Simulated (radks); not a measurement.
Problem. These are the eigenvalues of the occupied orbitals of an atom or ion with whole-number occupations (eV). Calculated with a radial shooting solver on a logarithmic mesh with Libxc functionals: Dirac Kohn-Sham, PBE, spin-unpolarised, spherical densities, finite nucleus; Fermi nuclear charge, rms radius of each element as measured or else 0.836 A^(1/3) + 0.57 fm.

orbital  eigenvalue
1s1/2     -6085.955
2s1/2     -1194.282
2p1/2     -1121.727
2p3/2     -1113.223

Which element is it, and in what charge state? The configuration may be excited. Open shells, if any, fill j = l - 1/2 first.

Solution. Z = 23, vanadium, charge +16: V16+ in [He] 2s2 2p3. The list shows which subshells hold electrons but not how many an open one holds; the 1s level, -223.65 hartree, gives Z - s = 21.1 by -(Z - s)^2/2, which with screening and relativity narrows Z to a few neighbours, and the depths of the outer levels then fix element, charge and occupations together.
